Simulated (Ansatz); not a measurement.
CH2NO, SMILES N=C=[OH+], charge +1.

Coordinates come from a B3LYP-D3(BJ)/def2-TZVP optimisation. The isomer is the one that the SMILES or the coordinates give; other isomers of the formula were not compared.

Two levels are set side by side: PBE/def2-TZVPD (Ansatz, a quantum-chemistry and plane-wave program) and PBE0/def2-TZVPD (Ansatz). Energy differences of separate SCF runs at the same geometry; the states with an electron removed or added have multiplicity 2 and 2. Differences are taken from unrounded values.

```tsv
quantity	PBE0
vertical ionisation energy (eV)	20.12
vertical electron affinity (eV)	4.52
vertical singlet–triplet gap (eV)	7.09
```

What does PBE give, and how far is it from PBE0? (An estimate is asked for; the answer gives what the named calculation found.)


```csv
quantity,PBE,PBE minus PBE0
vertical ionisation energy (eV),20.01,-0.10
vertical electron affinity (eV),4.71,0.19
vertical singlet–triplet gap (eV),7.10,0.01
```
